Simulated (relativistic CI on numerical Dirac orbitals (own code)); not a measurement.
## Slater's F² for Ca⁶⁺ from its measured terms

Problem. The ground configuration 3s²3p² of Ca⁶⁺ has the measured levels ³P: 0.0 (J = 0), 1624.9 (J = 1), 4071.4 (J = 2); ¹D: 21864.0 (J = 2); ¹S: 48981.4 (J = 0) cm⁻¹ (Sugar and Corliss, J. Phys. Chem. Ref. Data 8, 865 (1979)). Test the one-configuration theory of p2 and extract F²(3p,3p).

Working.
1. Centres of gravity, weighted by 2J + 1: ³P 2803.5, ¹D 21864.0, ¹S 48981.4 cm⁻¹. To first order spin-orbit coupling drops out of them.
2. Slater-Condon theory gives ¹D − ³P = 6F²/25 and ¹S − ¹D = 9F²/25, so the ratio of the upper interval to the lower is 9/6 = 1.500, whatever F².
3. Measured intervals: 19060.5 and 27117.4 cm⁻¹, ratio 1.423.
4. F² from the lower interval is 79419 and from the upper 75326 cm⁻¹.

Check. The radial integral calculated for this configuration (Dirac-KLI orbitals, unscaled) is F² = 92671 cm⁻¹; the two empirical values are 86 % and 81 % of it. The ratio departs from 1.50 through mixing with other configurations and second-order spin-orbit coupling.
